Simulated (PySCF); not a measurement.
PySCF 2.14 output of a UHF calculation on a single atom or ion in x2c-SVPall (4s3p1d, 18 functions), with scalar relativity by spin-free X2C-1e:

```
SCF conv_tol = 1e-09
number electrons alpha = 8  beta = 6
cycle= 1 E= -341.037466665094  delta_E= -0.0036  |g|= 0.0226  |ddm|= 0.0625
cycle= 2 E= -341.037936951834  delta_E= -0.00047  |g|= 0.00822  |ddm|= 0.0228
cycle= 3 E= -341.038009218217  delta_E= -7.23e-05  |g|= 0.000201  |ddm|= 0.0132
cycle= 4 E= -341.038009268277  delta_E= -5.01e-08  |g|= 3.7e-05  |ddm|= 0.000749
cycle= 5 E= -341.038009270284  delta_E= -2.01e-09  |g|= 4.21e-06  |ddm|= 0.000205
cycle= 6 E= -341.038009270307  delta_E= -2.25e-11  |g|= 2.17e-07  |ddm|= 2.29e-05
converged SCF energy = -341.038009270307  <S^2> = 2.0089312  2S+1 = 3.0059482
```

The run itself started from symmetry-adapted Hartree-Fock orbitals and held the occupation by maximum overlap, so the iterations belong to that start.

Problem. Which element, charge and spin multiplicity is this?

Solution. P⁺ (phosphorus, charge +1), multiplicity 3; the state was [Ne] 3s2 3p2, high-spin 3P determinant.
